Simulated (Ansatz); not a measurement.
Cost and result for the atomization energy of C₂H₉NOSi (`C[SiH2]C(N)O`) (14 atoms, 13 bonds).

```xyz
14

C    -1.613    0.315    1.473
Si   -0.881   -0.292   -0.132
C     0.910    0.294   -0.413
N     1.578   -0.337   -1.534
O     1.614    0.013    0.782
H    -1.669    1.406    1.488
H    -2.621   -0.079    1.623
H    -0.986   -0.005    2.308
H    -1.684    0.180   -1.299
H    -0.844   -1.783   -0.181
H     0.922    1.376   -0.617
H     1.416    0.156   -2.401
H     1.308   -1.306   -1.653
H     2.551    0.061    0.557
```

The species carries charge 0 and has multiplicity 1. The structure was optimised at the PBE0-D4/def2-TZVP level. It is one conformer, not always the lowest. Program: Ansatz. All runs use 4 threads of an Arm Neoverse V2 on a shared host. Times are those of one run each, without the atoms' runs, and a repeat can differ threefold. Electronic energies, without spin–orbit coupling; frozen cores. CCSD(T)/CBS adds CCSD(T) − MP2 in def2-TZVPP to the MP2 limit, and its time is that of the two runs behind it. T1 = 0.011. B3LYP takes the VWN-RPA correlation (the form of Gaussian; ORCA's B3LYP/G). HSE06 is the plane-wave form, built on full-range PBE exchange.

CCSD(T)/CBS is a level of theory with its own doubt, some kJ/mol a heavy atom from the limit and from the frozen cores, so smaller differences don't rank the functionals.

```tsv
level	functions	wall time
PBE-D4/def2-TZVPP (with forces)	292	2.6 s
PBE0-D4/def2-TZVPP	292	3.3 s
HSE06-D4/def2-TZVPP	292	3.7 s
CAM-B3LYP-D4/def2-TZVPP	292	3.8 s
B3LYP-D4/def2-TZVPP (with forces)	292	5.5 s
PBE-QIDH/def2-TZVPP	292	7 s
ωB97X-V/def2-TZVPP	292	8.5 s
CCSD(T)/def2-SVP	119	8.5 s
B97M-V/def2-TZVPP	292	10 s
ωB97M-V/def2-TZVPP (with forces)	292	13 s
MP2/def2-QZVPP	568	29 s
CCSD(T)/def2-TZVPP	292	4.8 min
CCSD(T)/CBS(def2)	–	5.3 min
```

Task: What atomization energy does each give, and how far from CCSD(T)/CBS? (Estimate.)

Result: The calculation gave: 
```csv
level,atomization (kcal/mol),difference from CCSD(T)/CBS,per bond
PBE-D4/def2-TZVPP (with forces),1215.1,18.2,1.4
PBE0-D4/def2-TZVPP,1194.5,-2.4,-0.2
HSE06-D4/def2-TZVPP,1195.4,-1.5,-0.1
CAM-B3LYP-D4/def2-TZVPP,1202.9,6.0,0.5
B3LYP-D4/def2-TZVPP (with forces),1197.3,0.4,0.0
PBE-QIDH/def2-TZVPP,1183.5,-13.4,-1.0
ωB97X-V/def2-TZVPP,1200.7,3.8,0.3
CCSD(T)/def2-SVP,1123.9,-73.0,-5.6
B97M-V/def2-TZVPP,1194.8,-2.1,-0.2
ωB97M-V/def2-TZVPP (with forces),1200.5,3.6,0.3
MP2/def2-QZVPP,1194.3,-2.6,-0.2
CCSD(T)/def2-TZVPP,1164.2,-32.7,-2.5
CCSD(T)/CBS(def2),1196.9,0.0,0.0
```

From r2SCAN to r2SCAN0 (25 % exact exchange), in def2-TZVPP and without D4, the atomization energy moves by −16.9 kcal/mol: exact exchange takes away binding that semilocal exchange gives to molecules. The D4 term adds +10.0 kcal/mol with B3LYP and +5.3 kcal/mol with PBE0; it sums over pairs of atoms, weighted by their polarisabilities, and B3LYP, whose exchange is more repulsive, gets the larger term. At CCSD(T), def2-SVP lies −72.9 kcal/mol from the extrapolated value and def2-TZVPP −32.7 kcal/mol: correlation converges slowly with the basis, and small sets miss more of it in the bonded molecule than in its fragments.
